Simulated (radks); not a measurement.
Results of a calculation; reference values are marked as such.
Effect of the nuclear size on the lead ion Pb+, [Hg] 6p1. Level of theory: Dirac Kohn-Sham, exchange-only LDA, spin-unpolarised, spherical densities, finite nucleus; open shells fill j = l - 1/2 first; Fermi nuclear charge, rms radius 5.5012 fm (a radial shooting solver on a logarithmic mesh with Libxc functionals). The rms radius is varied about that value; shifts are against it.

| rms radius (fm) | total energy shift (eV) | density at nucleus (e/bohr^3) | 1s1/2 shift (meV) | 2s1/2 shift (meV) | 5s1/2 shift (meV) | 5p1/2 shift (meV) | 6s1/2 shift (meV) | 6p1/2 shift (meV) | 7s1/2 (empty) shift (meV) |
|---|---|---|---|---|---|---|---|---|---|
| 4.4175 | -47.3 | 2.997e+06 | -18800 | -2860 | -34.5 | 0.726 | -3.52 | 0.582 | -0.448 |
| 5.0996 | -18.2 | 2.816e+06 | -7260 | -1100 | -13.3 | 0.278 | -1.36 | 0.224 | -0.172 |
| 5.5012 | 0 | 2.725e+06 | 0.000 | 0.000 | 0.000 | 0.000 | 0.000 | 0.000 | 0.000 |
| 5.9248 | 20.1 | 2.638e+06 | 7990 | 1210 | 14.6 | -0.304 | 1.49 | -0.247 | 0.190 |
| 6.3759 | 42.3 | 2.555e+06 | 16900 | 2560 | 30.9 | -0.639 | 3.15 | -0.520 | 0.400 |

Slopes of the eigenvalues against <r^2> in GHz/fm^2, as finite differences over the two radii next to the reference (eigenvalue slopes, not the field-shift constants of lines): 1s1/2 405000, 2s1/2 61600, 5s1/2 742, 5p1/2 -15.5, 6s1/2 75.7, 6p1/2 -12.5, 7s1/2 (empty) 9.63.
